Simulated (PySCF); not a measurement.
This PySCF input asks for the NMR shieldings of SMILES CN[Si@H](S[SiH3])N(C)C, C3H14N2SSi2; the geometry comes from GFN2-xTB.

```python
import basis_set_exchange as bse
import numpy as np
from pyscf import gto, dft
from pyscf.prop import nmr

atoms = """
C     0.469713    2.553329    0.323860
N     0.894975    1.257084   -0.141657
Si    0.149129   -0.228584    0.270124
S     1.425469   -1.780975   -0.501524
Si    3.292245   -1.324606    0.415880
N    -1.391069   -0.526491   -0.422128
C    -2.455227    0.427826   -0.230672
C    -1.880335   -1.836478   -0.786805
H    -0.224454    3.041312   -0.369281
H     1.333982    3.207377    0.459578
H    -0.028647    2.433275    1.282858
H     1.396654    1.314479   -1.015144
H     0.190685   -0.280089    1.737398
H     4.119627   -2.465786    0.061878
H     3.823653   -0.080464   -0.128789
H     3.104085   -1.207167    1.856277
H    -3.061303    0.497877   -1.137710
H    -2.037016    1.404675   -0.009536
H    -3.112415    0.136982    0.597104
H    -1.037298   -2.502938   -0.941514
H    -2.527917   -2.253483   -0.007929
H    -2.454946   -1.767769   -1.713902
"""
names = dict.fromkeys(["C", "N", "Si", "S", "H"], "pcSseg-1")
basis = {el: gto.basis.parse(bse.get_basis(n, elements=[el], fmt="nwchem")) for el, n in names.items()}
mol = gto.M(atom=atoms, basis=basis, charge=0, verbose=0)
mf = dft.RKS(mol, xc="PBE0")
mf.grids.level = 2
mf.grids.alignment = dft.numint.BLKSIZE   # the property module wants whole blocks of grid points
mf.conv_tol = 1e-9
mf.kernel()

calc = nmr.RKS(mf)   # GIAO
C = mf.mo_coeff
Co = C[:, mf.mo_occ > 0]
resp = mf.gen_response(singlet=True, hermi=2)
def vind(x):   # induced exchange potential for any number of trial vectors
    d = np.einsum("pi,xij,qj->xpq", C, 2 * x.reshape(-1, C.shape[1], Co.shape[1]), Co, optimize=True)
    return np.einsum("xpq,pi,qj->xij", resp(d - d.transpose(0, 2, 1)), C, Co, optimize=True).ravel()
mo1, _ = nmr.rhf.solve_mo1(calc, with_cphf=vind)
sigma = calc.kernel(mo1)
for i, s in enumerate(sigma):   # ppm
    w = np.linalg.eigvalsh((s + s.T) / 2)
    print("%2d %-2s iso %8.1f  s11 %8.1f  s22 %8.1f  s33 %8.1f" % (i, mol.atom_pure_symbol(i), w.mean(), *w))
```

**Question.** Give the expected output.

**Answer.** 
```
 0 C  iso    154.1  s11    128.4  s22    149.7  s33    184.1
 1 N  iso    221.6  s11    200.1  s22    203.3  s33    261.4
 2 Si iso    370.7  s11    336.7  s22    383.6  s33    391.8
 3 S  iso    805.6  s11    752.0  s22    767.6  s33    897.2
 4 Si iso    410.0  s11    370.7  s22    403.9  s33    455.3
 5 N  iso    226.2  s11    193.9  s22    218.9  s33    265.9
 6 C  iso    148.1  s11    123.6  s22    136.3  s33    184.6
 7 C  iso    146.1  s11    126.1  s22    128.2  s33    183.9
 8 H  iso     28.6  s11     23.0  s22     27.0  s33     35.8
 9 H  iso     28.7  s11     22.8  s22     26.8  s33     36.5
10 H  iso     29.0  s11     25.5  s22     27.2  s33     34.4
11 H  iso     31.2  s11     22.5  s22     31.5  s33     39.4
12 H  iso     26.5  s11     23.5  s22     24.9  s33     31.1
13 H  iso     27.1  s11     23.0  s22     24.7  s33     33.8
14 H  iso     27.2  s11     22.6  s22     26.2  s33     32.8
15 H  iso     27.1  s11     23.2  s22     25.3  s33     33.0
16 H  iso     29.2  s11     24.8  s22     26.4  s33     36.4
17 H  iso     28.9  s11     23.0  s22     29.6  s33     33.9
18 H  iso     29.2  s11     24.7  s22     26.6  s33     36.4
19 H  iso     28.2  s11     21.2  s22     31.6  s33     31.9
20 H  iso     29.4  s11     24.9  s22     26.6  s33     36.6
21 H  iso     29.3  s11     25.0  s22     26.5  s33     36.5
```

These numbers come from an equivalent density-fitted implementation of the same equations, which agrees with the script to about 0.01 ppm for H and up to a few tenths of a ppm for heavy atoms, so last digits may differ.

**Question.** Turn these shieldings into chemical shifts. Shifts are taken against calculated references (same method and geometry level): TMS for ¹³C (186.93 ppm) and ²⁹Si (349.16 ppm) and ¹H (31.72 ppm); ¹⁵N (267.73 ppm) against NH3; ³³S (503.73 ppm) against CS2.

**Answer.** Averaging equivalent atoms: C 6/7: 39.8; C 0: 32.8; N 1: 46.1; N 5: 41.5; Si 2: -21.5; Si 4: -60.8; S 3: -302; H 12: 5.26; H 13/14/15: 4.56; H 8/9/10: 2.93; H 16/17/18/19/20/21: 2.68; H 11: 0.54 ppm. Experimental scales use liquid or dissolved standards, which lie at an offset from isolated NH3 (liquid NH3: subtract about 20 ppm).

Size and cost of the density-fitted run: 227 basis functions, 2.2 min wall time on 1 thread of an Intel Xeon, shared host; peak memory 1.1 GiB.
